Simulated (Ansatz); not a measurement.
# Pulling the pair apart

The pair of H2 (SMILES [H][H], atoms 1–2) and Si2H6O (SMILES [SiH3]O[SiH3], atoms 3–11), both closed shells, in one local arrangement (a lower one may exist), relaxed at PBE0-D4/def2-TZVP:

```
11
angstrom
H -0.7992 0.6552 -2.3498
H -1.0269 0.8731 -3.0267
Si -1.2634 -0.5933 0.9401
O 0.0492 -0.0806 0.1097
Si 1.6461 0.2667 0.1806
H -1.0932 -2.0151 1.3379
H -2.4475 -0.4597 0.0582
H -1.4507 0.2325 2.1620
H 2.0469 0.8576 -1.1184
H 2.4281 -0.9722 0.4299
H 1.9107 1.2357 1.2765
```

Si2H6O is shifted rigidly along the line between the mean atom positions of the two fragments (negative: closer). Counterpoise interaction energies in kcal/mol. Ansatz 0.2.0; basis: def2-TZVPPD; cores frozen in the correlated methods.

| shift (Å) | wB97M-V | PBE-D4 | HF |
| --- | --- | --- | --- |
| -0.35 | -0.21 | -0.57 | 1.31 |
| -0.18 | -0.50 | -0.83 | 0.64 |
| 0.00 | -0.57 | -0.89 | 0.29 |
| 0.18 | -0.54 | -0.85 | 0.10 |
| 0.42 | -0.45 | -0.72 | -0.01 |
| 0.89 | -0.29 | -0.47 | -0.05 |
| 1.77 | -0.11 | -0.18 | -0.03 |
| 3.54 | -0.02 | -0.05 | -0.01 |

Task: What does CCSD(T) give at these shifts? (An estimate is asked for; the value comes from the calculation.)

Result: The calculation gives: -0.06, -0.41, -0.52, -0.52, -0.45, -0.29, -0.11, -0.02 kcal/mol. For zero shift, CCSD(T) at an estimated basis limit (MP2 extrapolated from triple and quadruple zeta, plus CCSD(T) − MP2 in triple zeta) gives -0.60 kcal/mol. These are counterpoise interaction energies, counted from the two frozen fragments.

T1 diagnostic: at most 0.011.

For scale, one of the runs: CCSD(T)/def2-TZVPPD, 272 basis functions, launched by `ansatz run in.yaml --threads 4 --pin off --events-out ev --progress --plain --max-ram 9574MiB`. Hardware: 4 CPU threads of an Arm Neoverse V1, shared host. Wall time 100 s; peak host memory 6.7 GiB.
